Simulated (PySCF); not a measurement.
Spin states and ions at one geometry of [TaO2(H2O)2]+

PySCF 2.14.0, RKS BP86, Ta def2-SVP with ECP60, O def2-SVP, H def2-SVP; non-relativistic Hamiltonian with scalar-relativistic core potentials where named; density fitting; no spin-orbit coupling; singlets restricted, open shells unrestricted. The geometry is relaxed for charge +1, singlet, vacuum (a saddle point, kept by symmetry):

```xyz
9

Ta    0.2009    0.2009    0.0000
O     1.9218   -0.0026    0.0000
O    -0.0026    1.9218    0.0000
O    -2.2117   -0.1106    0.0000
H    -2.7590    0.1529    0.7714
H    -2.7590    0.1529   -0.7714
O    -0.1106   -2.2117    0.0000
H     0.1529   -2.7590    0.7714
H     0.1529   -2.7590   -0.7714
```

Energies count from the relaxed state; an electron taken off or put on is at rest in vacuum. Charges and spins are Mulliken's.

Q: Order these states by energy, lowest first.
A. charge 0, doublet, vacuum
B. charge +1, triplet, vacuum
C. charge +2, doublet, vacuum
D. charge +1, singlet, vacuum

A: A (-7.01 eV), D (0.00 eV), B (1.45 eV), C (14.81 eV).

Q: How do charge and spin on the first atom follow?

A: 
```csv
state,spin squared,charge on Ta1 (e),spin on Ta1 (e),dipole about the centre of mass (D)
"charge +1, singlet, vacuum",0.00,1.00,0.00,9.57
"charge +1, triplet, vacuum",2.01,0.78,0.94,8.14
"charge +2, doublet, vacuum",0.76,1.35,-0.19,8.27
"charge 0, doublet, vacuum",0.76,0.30,1.09,10.13
```

With an electron taken off (doublet) the charges change, summed by element, by Ta +0.35 e, O +0.49 e, H +0.16 e. The vertical ionisation energy is 14.81 eV, against −ε(HOMO) = 11.15 eV of the relaxed state. The level lies 3.7 eV too high, as is usual for semilocal functionals and global hybrids, which keep a self-interaction error.

With an electron put on (doublet) the charges change, summed by element, by Ta -0.70 e, O -0.14 e, H -0.16 e. The vertical electron affinity is 7.01 eV, against −ε(LUMO) = 9.70 eV of the relaxed state.

Open shells may have lower solutions than those found.
